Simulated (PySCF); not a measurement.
C₃H₇B. Atoms are numbered in the order given.

```xyz
11

B      0.8478     0.2466     1.7487
C      0.0744    -0.5062     0.6291
C     -0.5075     0.2954    -0.4874
C     -0.3452     0.0394    -1.7865
H     -0.7523    -0.8905     1.2822
H      0.5853    -1.4153     0.2736
H     -1.0895     1.1775    -0.1909
H      0.2324    -0.8244    -2.1323
H     -0.7796     0.6860    -2.5531
H      1.5878    -0.3607     2.4889
H      0.6471     1.4225     1.9575
```

Geometry: PBE0-D3(BJ)/def2-SVP. This is a generated structure with no PubChem entry under its InChIKey; it may be hypothetical. Other conformers were not sampled.

These are ωB97X/def2-TZVP (PySCF) values and carry that method's errors.

Isolated molecule, no solvent.

Question: Estimate the frontier levels, gap, dipole moment and polarisability. (The exact figures need the calculation; the answer reports its results.)

Answer: 
The highest occupied level comes out as -9.59 eV, the lowest empty level is 0.98 eV and the orbital gap is 10.57 eV. The dipole moment is 0.49 D, the quadrupole, principal values (traceless, Buckingham form, about the centre of nuclear charge) is -3.98, 1.24, 2.74 D·Å and the mean static polarisability is 51.5 bohr³ (7.63 Å³). The polarisability, principal values comes out as 38.9, 47.4, 68.1 bohr³.
